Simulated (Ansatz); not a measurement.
Consider the formal exchange of groups at the Si–Al bond: `[OH][AlH][SiH2]P` + `CC(C)Cl` → `P[SiH2]Cl` + `C[CH](C)[AlH][OH]`.

Calculated with Ansatz (gas phase, PBE0-D4/def2-TZVP geometries, no zero-point term in ΔE). CCSD(T)/CBS adds triple-zeta CCSD(T) − MP2 to the extrapolated MP2 energy (def2 sets, frozen cores). DFT in def2-TZVPP. B3LYP here is the variant with VWN-RPA as its local correlation; programs differ in this. Each species was taken in one conformer, which may not be the lowest.

```csv
level,ΔE (kJ/mol)
BLYP-D4,-100.9
r2SCAN-D4,-104.0
PBE0-D4,-98.1
r2SCAN0-D4,-107.0
B2PLYP,-108.1
revPBE,-91.5
B3LYP,-104.0
HF/def2-TZVPP,-110.7
```

(1) What does CCSD(T)/CBS give? (Best estimate.)

Largest T1 diagnostic among the species: 0.014.

Answers

(1) Ansatz gave: -106.6 kJ/mol. The listed levels differ from it by 5.7, 2.6, 8.5, -0.4, -1.5, 15.1, 2.6, -4.1 kJ/mol.

From r2SCAN to r2SCAN0 (25 % exact exchange), in def2-TZVPP and without D4, ΔE moves by −3.0 kJ/mol. Leaving LDA and LC-ωPBE aside and taking each functional with its dispersion term where it has one, the values, not all of them listed here, spread over 22.9 kJ/mol, from ωB97M-V to PBE-D4. At CCSD(T), def2-SVP lies +9.5 kJ/mol from the extrapolated value and def2-TZVPP +2.6 kJ/mol.
